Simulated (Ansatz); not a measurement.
`[AlH2][O]B[SiH2][SiH3]` + H₂ → `B[SiH2][SiH3]` + `[OH][AlH2]` at 298.15 K and 1 bar (hydrogenolysis of a B–O bond).

Computed with Ansatz on PBE0-D4/def2-TZVP structures; ΔE is electronic, products minus reactants. CCSD(T)/CBS adds triple-zeta CCSD(T) − MP2 to the extrapolated MP2 energy (def2 sets, frozen cores). This one scheme is used for every species. Each species was taken in one conformer, which may not be the lowest.

```tsv
species	CCSD(T)/CBS energy (Eh)	H − E (kJ/mol)	S (J/(mol·K))
`[AlH2][O]B[SiH2][SiH3]`	-925.01183	219.0	426.4
H₂	-1.17544	35.1	130.4
`B[SiH2][SiH3]`	-607.10947	181.2	332.5
`[OH][AlH2]`	-319.03157	82.3	252.8
```

H − E and S are ideal-gas, rigid-rotor, harmonic terms from PBE0-D4/def2-TZVP, for one conformer and one mirror image of each species. The MP2-based limit puts H₂ 0.8 mEh under its directly extrapolated value; such offsets cancel only in part. 1 Eh = 2625.50 kJ/mol, R = 8.31446 J/(mol·K).

Problem. By hand: ΔE, ΔH, ΔS and ΔG.

Solution. ΔE = (-607.10947) + (-319.03157) − (-925.01183) − (-1.17544) = 0.04623 Eh = 121.4 kJ/mol. Δ(H − E) = 181.2 + 82.3 − 219.0 − 35.1 = 9.4, so ΔH = 130.8 kJ/mol. ΔS = 332.5 + 252.8 − 426.4 − 130.4 = 28.5 J/(mol·K). ΔG = 130.8 − 298.15 × (28.5)/1000 = 122.3 kJ/mol.

Problem. By hand: the equilibrium constant, and the temperature at which ΔG would vanish if ΔH and ΔS stayed fixed.

Solution. log₁₀ K = −ΔG/(RT ln 10) = -21.4. ΔG = 0 at ΔH/ΔS = 4589 K, far beyond where these terms or the molecules hold.

ΔH outweighs TΔS. A doubt of 5 kJ/mol in ΔE shifts log₁₀ K by 0.9 here. Other conformers and mirror images would add mixing entropy, several J/(mol·K) or more a flexible species. Modes under 60 cm⁻¹, often nearly free rotors, make the harmonic entropy too high. These are equilibria of isolated gas molecules and say nothing of rates. Largest T1 diagnostic: 0.015 (customary marks: 0.02 for closed shells, 0.045 for open ones).
